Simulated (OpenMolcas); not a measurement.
Ti3+ (d1) in a complex was computed by SS-CASPT2, IPEA 0.25 Eh, imaginary shift 0.1 Eh with the d shell active (OpenMolcas, ANO-RCC-VTZP on the metal). Its lowest spin-free states, and all those of the highest spin:

```json
{"2S+1": "2", "Degeneracy": "1", "E (cm-1)": "0"}
{"2S+1": "2", "Degeneracy": "2", "E (cm-1)": "830"}
{"2S+1": "2", "Degeneracy": "2", "E (cm-1)": "9860"}
```

Is the site octahedral, tetrahedral or cube-like, axial, or of lower symmetry?

The states with 2S+1 = 2 have orbital degeneracies 1, 2, 2. There are pairs but no triples, so the site is axial: not cubic, but with a proper or improper axis of order three or more. The run had Ti3+ with 6 ligands (chloride) in trigonal prismatic coordination (D3h) at 2.43 Å, a polar angle of 45.7° against the regular 49.1°. A charge of +0.5 e stands 2.6 Å behind each ligand. Ligand basis ANO-RCC-VDZP.

Roots that are degenerate in the reference are averaged as groups; the widest CASPT2 spread within a group is 200 cm-1 (the 2-fold group of multiplicity 2 near 827 cm-1 above the lowest state of its run). Shifts and gaps below about the spread of the groups concerned are not significant. Over all roots computed the reference weight is 0.67; a low but even weight reflects the number of correlated electrons. Ligand-to-metal charge-transfer states are missing. No measured value stands beside these numbers; the geometry is a model, was not optimised and need not be the one that this ion takes.
